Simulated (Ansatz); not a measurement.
A nudged elastic band was laid between two geometries of AlFH3NO + H2 (9 atoms, charge 0, multiplicity 1).

Level of theory: RKS LDA/def2-SVP (Ansatz 0.2.0).

```json
{
 "movable images": "7",
 "climbing image": "yes",
 "spring": "5.0 eV/Å²",
 "optimiser": "quadratic models (default)",
 "start path": "through a guess of the saddle point",
 "force threshold": "0.05 eV/Å",
 "iteration limit": "60",
 "end points": "relaxed"
}
```

Image 0:

```xyz
9
Properties=species:S:1:pos:R:3
Al -0.088 -0.220 0.023
F -0.059 -0.894 1.543
O 1.339 -0.056 -0.874
H 2.207 -0.370 -0.579
N -1.627 0.090 -0.781
H -2.545 -0.109 -0.377
H -1.701 0.293 -1.782
H -0.546 1.705 0.580
H 0.090 1.669 1.064
```

Image 8:

```xyz
9
Properties=species:S:1:pos:R:3
Al -0.160 -0.105 0.098
F -0.378 -0.611 1.675
O 1.410 0.145 -0.492
H 1.829 -0.319 -1.232
N -1.600 -0.110 -0.911
H -1.641 0.149 -1.899
H -2.521 -0.408 -0.576
H 0.197 1.877 0.757
H -0.066 1.490 1.398
```

Q: What changes between the two ends?

A: No bond is made or broken.

Q: Give the energies along the band, and the barrier.

A: The forces met the threshold. The highest image is number 5 of 0 to 8, 0.249 eV above the first end and 0.198 eV above the last; the last end lies 0.051 eV above the first. A vibrational analysis at the climbing image gives one clearly imaginary mode, 260i cm⁻¹: a first-order saddle point.

| image | path coordinate (Å) | energy (eV) |
| --- | --- | --- |
| 0 | 0.00 | 0.000 |
| 1 | 0.70 | 0.011 |
| 2 | 1.40 | 0.052 |
| 3 | 2.10 | 0.060 |
| 4 | 2.80 | 0.172 |
| 5 | 3.50 | 0.249 |
| 6 | 4.32 | 0.169 |
| 7 | 5.15 | 0.082 |
| 8 | 5.97 | 0.051 |

Q: What is the geometry of the highest image?

A: 
```xyz
9
Properties=species:S:1:pos:R:3:forces:R:3
Al -0.103 -0.180 0.153 0.00 0.00 -0.01
F -0.292 -0.506 1.781 0.00 0.00 0.01
O 1.515 -0.252 -0.354 -0.01 0.00 0.00
H 1.741 -0.295 -1.297 0.00 0.00 0.00
N -1.498 -0.073 -0.932 0.00 0.00 0.00
H -2.114 -0.866 -1.130 0.00 0.00 0.00
H -1.993 0.801 -1.128 0.00 0.00 0.00
H 0.039 1.902 0.524 0.00 0.00 0.00
H -0.226 1.576 1.199 0.00 0.00 0.00
```

Q: What are the harmonic wavenumbers there?

A: 260i, 130, 199, 230, 260, 264, 289, 354, 482, 549, 578, 610, 679, 890, 920, 968, 1440, 3511, 3601, 3838, 3949 cm⁻¹.

Time of the run: 2.2 min on 2 threads of Arm Neoverse V1, on a shared host, peak memory 0.12 GiB.
